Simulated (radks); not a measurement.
All-electron atom: Er3+ in [Xe] 4f10.5 5d0.5 (fractional occupations, a model configuration). All-electron calculation, scalar-relativistic Kohn-Sham, r2SCAN, spin-polarised, spherical densities, finite nucleus; open shells are filled with parallel spins first (spin-orbit coupling, left out, can overturn this in heavy ions); meta-GGA in the generalised Kohn-Sham scheme; Fermi nuclear charge, rms radius 5.2516 fm. Program: a radial shooting solver on a logarithmic mesh with Libxc functionals.

Unscreened Slater integrals over Kohn-Sham orbitals (cm^-1). They are taken over the spin-up orbitals.

| integral | value |
|---|---|
| F0(5d,5d) | 99122 |
| F2(5d,5d) | 51947 |
| F4(5d,5d) | 34387 |
| F0(5d,4f) | 126490 |
| F2(5d,4f) | 31458 |
| F4(5d,4f) | 15311 |
| G1(5d,4f) | 14247 |
| G3(5d,4f) | 11733 |
| G5(5d,4f) | 8981.1 |
| F0(5d,5p) | 113930 |
| F2(5d,5p) | 55586 |
| G1(5d,5p) | 65530 |
| G3(5d,5p) | 40510 |
| F0(5d,5s) | 118290 |
| G2(5d,5s) | 41785 |
| F0(4f,4f) | 275240 |
| F2(4f,4f) | 130590 |
| F4(4f,4f) | 81894 |
| F6(4f,4f) | 58906 |
| F0(4f,5p) | 169200 |
| F2(4f,5p) | 56914 |
| G2(4f,5p) | 28253 |
| G4(4f,5p) | 22069 |
| F0(4f,5s) | 189640 |
| G3(4f,5s) | 33629 |
| F0(5p,5p) | 140250 |
| F2(5p,5p) | 75817 |
| F0(5p,5s) | 149680 |
| G1(5p,5s) | 100330 |
| F0(5s,5s) | 161940 |

Derived for the open shells (J is the average intra-shell exchange parameter used in DFT+U). 4f: F4/F2 = 0.627, F6/F2 = 0.451, J = (286 F2 + 195 F4 + 250 F6)/6435 = 10570 cm^-1. 5d: Racah B = F2/49 - 5 F4/441 = 670.3 cm^-1, C = 35 F4/441 = 2729 cm^-1, C/B = 4.07, F4/F2 = 0.662, J = (F2 + F4)/14 = 6167 cm^-1.
